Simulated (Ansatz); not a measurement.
Geometry optimisation, RKS BLYP/6-31G* (Ansatz).

Input file:

```yaml
crystal:
  periodic: [false, false, false]
  atoms:
    - { symbol: B, position_ang: [-1.12399, 1.01121, -0.21333] }
    - { symbol: C, position_ang: [0.22495, 0.28808, 0.13767] }
    - { symbol: B, position_ang: [-0.12367, -0.55175, 1.41811] }
    - { symbol: C, position_ang: [0.85299, -0.51043, -1.01187] }
    - { symbol: H, position_ang: [-1.74997, 0.67352, -1.14053] }
    - { symbol: H, position_ang: [-1.51482, 1.88329, 0.45945] }
    - { symbol: H, position_ang: [0.92251, 1.06997, 0.46058] }
    - { symbol: H, position_ang: [-0.30603, -0.01396, 2.44077] }
    - { symbol: H, position_ang: [-0.21592, -1.71581, 1.35313] }
    - { symbol: H, position_ang: [1.07181, 0.13719, -1.85952] }
    - { symbol: H, position_ang: [1.78403, -0.97859, -0.69563] }
    - { symbol: H, position_ang: [-0.12447, 0.87883, -0.80691] }
basis:
  gaussian: { orbitals: "6-31G*" }
hamiltonian:
  xc: blyp
relax:
  f_tol: 0.02
  max_steps: 50
```

Command:

```bash
$ ansatz run input.yaml --threads 1 --pin off --max-ram 2048MiB --backend cpu --events-out ev --progress --plain --runs-dir out
```

**Question.** Where does it end, and by what steps?

**Answer.** The run converged. After 21 steps the energy has fallen by 6.276 eV; H9 moved furthest, 1.67 Å. Parted: B1–H12 (1.17 → 2.15 Å). Joined: B1–B3 (2.47 → 1.83 Å), B3–C4 (2.62 → 1.53 Å).

```
step  energy less start (eV)  largest force component (eV/Å)  accepted
   0                  0.0000                           4.314       yes
   1                 -1.5416                           3.314       yes
   2                 -2.6643                           2.752       yes
   3                 -3.5117                           2.520       yes
   4                 -3.9290                           1.556       yes
   5                 -4.1972                           0.758       yes
   6                 -4.4008                           0.508       yes
   7                 -4.5873                           0.372       yes
   8                 -4.8078                           0.462       yes
   9                 -5.0611                           0.640       yes
  10                 -5.2908                           1.148       yes
  11                 -5.4983                           0.609       yes
  12                 -5.6821                           0.754       yes
  13                 -5.9039                           0.611       yes
  14                 -6.1022                           0.665       yes
  15                 -6.2178                           0.837       yes
  16                 -6.0933                           1.056        no
  17                 -6.2681                           0.358       yes
  18                 -6.2474                           0.426        no
  19                 -6.2752                           0.070       yes
  20                 -6.2760                           0.043       yes
  21                 -6.2761                           0.016       yes
```

```xyz
12
Properties=species:S:1:pos:R:3
B -1.260 0.659 0.171
C 0.423 0.870 -0.211
B 0.016 -0.516 0.747
C 1.018 -0.613 -0.412
H -1.883 0.541 -0.852
H -1.756 1.259 1.084
H 1.018 1.541 0.417
H 0.284 -0.432 1.908
H -1.229 -0.709 0.491
H 0.724 -0.998 -1.394
H 2.086 -0.737 -0.206
H 0.256 1.306 -1.201
```

Whether the end is a true minimum wasn't checked by a vibrational analysis.

Time of the run: 120 s on 1 thread of Intel(R) Xeon(R) Processor @ 2.50GHz (Skylake/Cascade Lake), with other jobs on the host, peak memory 0.16 GiB.
